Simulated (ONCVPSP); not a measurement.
## What the settings do to the ONCV potential of fluorine (F)

Base potential:

* Element: F (Z = 9)
* Generator: ONCVPSP 4.0.1
* Type: optimised norm-conserving Vanderbilt (ONCV)
* Functional: LDA (Perdew-Zunger)
* Relativity: scalar-relativistic
* Frozen core: [He]
* Valence charge: 7
* Reference configuration: 2s2 2p5
* Partial waves: 2s: rc 0.80 bohr, ncon 5, nbas 8, qcut 7.2 1/bohr, 2 projectors, debl 2.5 Ha; 2p: rc 1.35 bohr, ncon 4, nbas 8, qcut 11.5 1/bohr, 2 projectors, debl 0.9 Ha; d scattering state at 0.08 Ha: rc 1.40 bohr, ncon 4, nbas 8, qcut 8.1 1/bohr, 1 projector
* Local potential: polynomial inside 0.50 bohr (lpopt 5, dvloc0 2 Ha)
* Core correction: none

All-electron outer shells of the reference configuration (LDA (Perdew-Zunger), scalar-relativistic, ld1.x):

| shell | level (eV) | outermost node (bohr) | outermost maximum (bohr) |
| --- | --- | --- | --- |
| 1s | -658.96 | – | 0.12 |
| 2s | -29.65 | 0.24 | 0.77 |
| 2p | -11.29 | – | 0.71 |

Cutoffs, loose and tight: the cutoffs (Ha) at which the residual kinetic energy of the hardest occupied pseudo-wave falls to 1 and 0.1 mHa per electron. They do not see the model core or the augmentation charge, which bear on the density cutoff. Test errors are all-electron minus pseudo excitation energies from the reference, over the configurations 2s2 2p4; 2s2 2p3; 2s2 2p2; 2s1 2p5. A dash means not determined; rows that change the core or the reference have their own tests.

```tsv
change	outcome	cutoff, loose	cutoff, tight	bound ghosts	GHOST(+) flags above zero	largest test error (meV)
base	generated	200 Ha	250 Ha	none	none	+664
p: debl 1.3	generated	200 Ha	250 Ha	none	none	+664
d: rc 1.46	generated	200 Ha	250 Ha	none	none	+664
core correction Teter function fitted to the true core (icmod 2), fcfact 0.45	generated	200 Ha	250 Ha	none	none	+634
d: rc 1.06	generated	200 Ha	250 Ha	none	none	+664
local potential polynomial inside 0.50 bohr (lpopt 5, dvloc0 4.5 Ha)	generated	200 Ha	250 Ha	none	none	+664
all radii scaled by about 0.79 (s 0.64, p 1.06, d 1.10 bohr); local potential polynomial inside 0.40 bohr (lpopt 5, dvloc0 2 Ha)	generated	126 Ha	265 Ha	none	s	+321
s: qcut 9; p: qcut 14.4; d: qcut 10.1	generated	106 Ha	228 Ha	none	none	+484
s: qcut 10.9	generated	55 Ha	170 Ha	none	none	+653
```
